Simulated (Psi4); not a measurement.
C2H6OZn, singlet, geometry from GFN2-xTB (such geometries of metal compounds can be far from the true shape); B3LYP/cc-pVDZ (Psi4).

Here is a job for Psi4.
```
memory 2 GB

molecule mol {
0 1
  Zn    0.513365    0.042684    0.359478
  C    -0.189851   -1.054980   -1.177375
  C    -1.572895   -0.532296   -1.543720
  H    -0.257144   -2.105205   -0.903941
  H     0.466645   -0.988352   -2.041362
  H    -1.532740    0.508640   -1.859118
  H    -2.260930   -0.608068   -0.703731
  H    -1.982572   -1.118577   -2.368595
  O     0.037346    1.342675    1.410848
  H     0.443510    1.813301    2.132200
}

set basis cc-pvdz
set reference rks

energy('b3lyp')
print_variables()
```

It wrote (shortened):

```
   => Loading Basis Set <=

    Name: CC-PVDZ
    Role: ORBITAL
    Keyword: BASIS

         ---------------------------------------------------------
                                   SCF
               by Justin Turney, Rob Parrish, Andy Simmonett
                          and Daniel G. A. Smith
                              RKS Reference
         ---------------------------------------------------------

  ==> Geometry <==

    Molecular point group: c1
    Full point group: C1

    Geometry (in Angstrom), charge = 0, multiplicity = 1:

       Center              X                  Y                   Z               Mass
    ------------   -----------------  -----------------  -----------------  -----------------
         ZN           0.448802004473     0.018681296126     0.294871197239    63.929142010000
         C           -0.254413995527    -1.078982703874    -1.241981802761    12.000000000000
         C           -1.637457995527    -0.556298703874    -1.608326802761    12.000000000000
         H           -0.321706995527    -2.129207703874    -0.968547802761     1.007825032230
         H            0.402082004473    -1.012354703874    -2.105968802761     1.007825032230
         H           -1.597302995527     0.484637296126    -1.923724802761     1.007825032230
         H           -2.325492995527    -0.632070703874    -0.768337802761     1.007825032230
         H           -2.047134995527    -1.142579703874    -2.433201802761     1.007825032230
         O           -0.027216995527     1.318672296126     1.346241197239    15.994914619570
         H            0.378947004473     1.789298296126     2.067593197239     1.007825032230

  Running in c1 symmetry.

  Rotational constants: A =      0.38996  B =      0.09428  C =      0.07812 [cm^-1]
  Rotational constants: A =  11690.78230  B =   2826.43605  C =   2341.93717 [MHz]
  Nuclear repulsion =  248.531915882691976

  Charge       = 0
  Multiplicity = 1
  Electrons    = 56
  Nalpha       = 28
  Nbeta        = 28

  ==> Algorithm <==

  SCF Algorithm Type is DF.
  DIIS enabled.
  MOM disabled.
  Fractional occupation disabled.
  Guess Type is SAD.
  Energy threshold   = 1.00e-06
  Density threshold  = 1.00e-06
  Integral threshold = 1.00e-12

  ==> Primary Basis <==

  Basis Set: CC-PVDZ
    Blend: CC-PVDZ
    Number of shells: 51
    Number of basis functions: 115
    Number of Cartesian functions: 124
    Spherical Harmonics?: true
    Max angular momentum: 3

  ==> DFT Potential <==

[...]
   @DF-RKS iter   6: -1934.53516394351345   -1.62309e-02   6.92675e-04 ADIIS/DIIS
   @DF-RKS iter   7: -1934.53739520266436   -2.23126e-03   2.80608e-04 ADIIS/DIIS
   @DF-RKS iter   8: -1934.53789030612279   -4.95103e-04   6.17101e-05 DIIS
   @DF-RKS iter   9: -1934.53790889800189   -1.85919e-05   1.51032e-05 DIIS
   @DF-RKS iter  10: -1934.53790998974978   -1.09175e-06   2.07662e-06 DIIS
   @DF-RKS iter  11: -1934.53791001929881   -2.95490e-08   6.36878e-07 DIIS
  Energy and wave function converged.

  ==> Post-Iterations <==

   Electrons on quadrature grid:
      Ntotal   =   55.9999375203 ; deviation = -6.248e-05

    Orbital Energies [Eh]
    ---------------------

    Doubly Occupied:

[...]
      28A     -0.258217

    Virtual:

[...]
    Final Occupation by Irrep:
              A
    DOCC [    28 ]
    NA   [    28 ]
    NB   [    28 ]

  @DF-RKS Final Energy: -1934.53791001929881

   => Energetics <=

    Nuclear Repulsion Energy =            248.5319158826919761
    One-Electron Energy =               -3188.3719022104046417
    Two-Electron Energy =                1080.1985912811446724
    DFT Exchange-Correlation Energy =     -74.8965149727308130
    Empirical Dispersion Energy =           0.0000000000000000
    VV10 Nonlocal Energy =                  0.0000000000000000
    Total Energy =                      -1934.5379100192988062

Computation Completed

Properties will be evaluated at   0.000000,   0.000000,   0.000000 [a0]

Properties computed using the SCF density matrix

 Multipole Moments:

 ------------------------------------------------------------------------------------
     Multipole            Electronic (a.u.)      Nuclear  (a.u.)        Total (a.u.)
 ------------------------------------------------------------------------------------

 L = 1.  Multiply by 2.5417464519 to convert [e a0] to [Debye]
 Dipole X            :          7.4250425           -6.8323365            0.5927061
 Dipole Y            :          2.3264498           -2.5400724           -0.2136225
 Dipole Z            :          6.9659307           -6.8369799            0.1289508
 Magnitude           :                                                    0.6430889

 ------------------------------------------------------------------------------------

  Variable Map:
  ----------------------------------------------------------------------------
[...]
  Array Variable Map:
  ----------------------------------------------------------------------------
[...]
[...]
```
